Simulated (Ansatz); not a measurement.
Reaction: SiAsH4 (SMILES [SiH3][AsH], doublet) → SiAsH4 (SMILES [SiH2][AsH2], doublet)
Each species at its own B3LYP-D3(BJ)/def2-TZVP minimum (Ansatz, a first-principles code).

Quantity: isomerisation energy (electronic), in kcal/mol. UHF or UKS for unpaired electrons; spin-orbit terms are left out. Cores are frozen in correlated methods (noble-gas shells, and filled d and f shells in the p block). No relativity. CBS(X,Y): correlation extrapolated as X^-3, Hartree-Fock from the larger set. A bracket is a step between two methods taken in the basis named. Double hybrids freeze cores in their MP2 part.

CCSD(T)/CBS(def2-TZVPP,def2-QZVPP) + [CCSDT(Q) - CCSD(T)]/def2-TZVPP (Ansatz) gives 15.3 kcal/mol.

Task: What does PBE/def2-TZVPD (Ansatz) give here, and how do the other levels compare?

Result: PBE gives 11.4 kcal/mol, 3.9 kcal/mol below it. Differences of the others: r2SCAN/def2-TZVPD (Ansatz) -2.7; B3LYP/def2-TZVPD (Ansatz) -0.9; PBE0/def2-TZVPD (Ansatz) -2.3; B2PLYP/def2-TZVPD (Ansatz) -0.2; CCSD(T)/CBS(def2-TZVPP,def2-QZVPP) (Ansatz) 0.1 kcal/mol.
